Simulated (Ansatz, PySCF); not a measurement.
C₃H₁₂N₂Si, SMILES CC(C)[SiH](N)N.

Geometry optimised at PBE-D3(BJ)/def2-SVP. This is a generated structure with no PubChem entry under its InChIKey; it may be hypothetical. Other conformers were not sampled.

Vertical ionisation energy (IE) and electron affinity (EA) in eV. Rows of orbital energies are one-electron estimates. Where ΔSCF, EOM or ADC give a negative EA the extra electron is unbound and the value depends on the basis.

| level | IE | EA |
|---|---|---|
| −ε(HOMO), −ε(LUMO), HF/def2-TZVP (PySCF) | 10.20 | -3.42 |
| −ε(HOMO), −ε(LUMO), PBE/def2-TZVP (PySCF) | 5.63 | 0.02 |
| ΔSCF, PBE0/def2-SVPD (Ansatz), final states of multiplicity 2 and 2 | 8.82 | -1.57 |
| ΔSCF, PBE/def2-SVPD (Ansatz), final states of multiplicity 2 and 2 | 8.39 | -1.33 |

Problem. What vertical singlet–triplet gap does ΔSCF give with PBE0/def2-SVPD (Ansatz, a program for electronic structure) and with PBE/def2-SVPD (Ansatz)? (The exact figures need the calculation; the answer reports its results.)

Solution. 5.99 and 5.53 eV (triplet above singlet where positive).
